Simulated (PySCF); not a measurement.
**Ag²⁺ (silver, charge +2): UHF calculation**

Configuration: [Kr] 4d8 5p1, one real determinant (an excited configuration). Computed with PySCF 2.14 in ANO-RCC-VTZP (7s6p4d2f1g, 68 functions), with scalar relativity by spin-free X2C-1e.

| Item | Value |
| --- | --- |
| Total energy | -5311.167401 hartree |
| One-electron energy | -7279.0028 hartree |
| Hartree (Coulomb) energy | 2115.2476 hartree |
| Exchange energy | -147.4121 hartree |
| ⟨S²⟩ | 3.7526 |
| ⟨L²⟩ | 14.039 |
| Sum of ⟨r⟩ | 28.37 bohr |
| Sum of ⟨r²⟩ | 37.73 bohr² |
| Traceless quadrupole moment −½Σ⟨3z² − r²⟩ along its main axis | -4.60 e·bohr² |
| Langevin diamagnetic susceptibility | -29.9 ×10⁻⁶ cm³/mol |

```csv
shell,electrons,mean orbital energy (hartree),spread (hartree),"rms radius, mean of both spins (bohr)"
1s α,1,-943.45083,0,0.0357
1s β,1,-943.44953,0,0.0357
2s α,1,-143.06152,0,0.146
2s β,1,-143.03364,0,0.146
2p α,3,-128.25432,0.00116,0.130
2p β,3,-128.22605,0.00211,0.130
3s α,1,-28.50963,0,0.392
3s β,1,-28.49392,0,0.392
3p α,3,-23.51367,0.00073,0.394
3p β,3,-23.49425,0.00506,0.394
3d α,5,-15.62837,0.01629,0.376
3d β,5,-15.58978,0.05683,0.376
4s α,1,-5.43360,0,0.970
4s β,1,-5.27771,0,0.970
4p α,3,-3.89928,0.00017,1.06
4p β,3,-3.70557,0.01546,1.06
4d α,5,-1.59758,0.05521,1.36
4d β,3,-1.52145,0.01420,1.36
5p α,1,-0.69921,0,3.38
```

⟨L²⟩ = 14.04 against 20 for a pure G term, so this real determinant mixes terms.

Densities and radii are taken from the X2C orbitals without a picture-change correction, which distorts them close to the nucleus.

Spin-orbit constants ζ (cm⁻¹) from the X2C one-electron operator on these orbitals: bare nucleus, nucleus screened by l(l+1)(2l+1)/3 electrons, and screened by the Breit-Pauli mean field of the electrons.

```
shell    bare  screened nucleus  mean field
   2p  945800            905600         n/a
   3p  169100            161900         n/a
   3d   24910             19610         n/a
   4p   26540             25410         n/a
   4d    2575              2027         n/a
   5p    2015              1929         n/a
```

To first order the Landé constant is A = -346.0 cm⁻¹, so the lowest level has J = 11/2 and lies 0.257 eV below the centre of the term. This holds in LS coupling only.
